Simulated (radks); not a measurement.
Q: V3+, 20 electrons, occupied as [Ar] 3d1 4s1 (not the ground configuration). Method: Dirac Kohn-Sham, PBEsol, spin-unpolarised, spherical densities, point nucleus; open shells fill j = l - 1/2 first; computed with a radial shooting solver on a logarithmic mesh with Libxc functionals.

Spin-orbit splittings of the eigenvalues, e(l+1/2) - e(l-1/2), with zeta = 2 splitting/(2l+1) and mean radii in bohr:

| shell | occ. | splitting (eV) | zeta (eV) | <r> j=l-1/2 | <r> j=l+1/2 |
|---|---|---|---|---|---|
| 2p | 6 | 7.079 | 4.719 | 0.2724 | 0.2752 |
| 3p | 6 | 0.9058 | 0.6039 | 0.9696 | 0.9768 |
| 3d | 1 | ? | ? | 1.105 | 1.107 |

Estimate the 3d splitting.

A: 0.09551 eV (zeta = 0.03820 eV).
